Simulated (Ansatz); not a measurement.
`[SbH2][TeH]` + CH₃SH → `C[S][SbH2]` + H₂Te at 400 K and 1 bar (ligand exchange at the Sb–Te bond).

Calculated with Ansatz (gas phase, PBE0-D4/def2-TZVP geometries, no zero-point term in ΔE). CBS: MP2 limit from def2 TZ/QZ plus the TZ coupled-cluster correction, frozen cores. This one scheme is used for every species. Elements past krypton have def2 core potentials. For Sb, Te outer-core shells are correlated without core-valence functions, which leaves a few kJ/mol of doubt a bond.

| species | CCSD(T)/CBS energy (Eh) | H − E (kJ/mol) | S (J/(mol·K)) |
| --- | --- | --- | --- |
| `[SbH2][TeH]` | -509.54647 | 75.2 | 333.7 |
| CH₃SH | -438.22835 | 138.7 | 269.4 |
| `C[S][SbH2]` | -678.84952 | 164.7 | 365.6 |
| H₂Te | -268.91024 | 45.0 | 239.1 |

H − E and S are ideal-gas, rigid-rotor, harmonic terms from PBE0-D4/def2-TZVP. 1 Eh = 2625.50 kJ/mol, R = 8.31446 J/(mol·K).

By hand: ΔE, ΔH, ΔS and ΔG.

ΔE = (-678.84952) + (-268.91024) − (-509.54647) − (-438.22835) = 0.01506 Eh = 39.5 kJ/mol. Δ(H − E) = 164.7 + 45.0 − 75.2 − 138.7 = -4.2, so ΔH = 35.3 kJ/mol. ΔS = 365.6 + 239.1 − 333.7 − 269.4 = 1.6 J/(mol·K). ΔG = 35.3 − 400 × (1.6)/1000 = 34.7 kJ/mol.

By hand: the equilibrium constant, and the temperature at which ΔG would vanish if ΔH and ΔS stayed fixed.

log₁₀ K = −ΔG/(RT ln 10) = -4.5. ΔG = 0 at ΔH/ΔS = 22062 K, far beyond where these terms or the molecules hold.

The number of gas molecules stays the same, so ΔS is small and ΔH decides. A doubt of 5 kJ/mol in ΔE shifts log₁₀ K by 0.7 here. Modes under 60 cm⁻¹, often nearly free rotors, make the harmonic entropy too high. These are equilibria of isolated gas molecules and say nothing of rates. Largest T1 diagnostic: 0.013 (customary marks: 0.02 for closed shells, 0.045 for open ones).
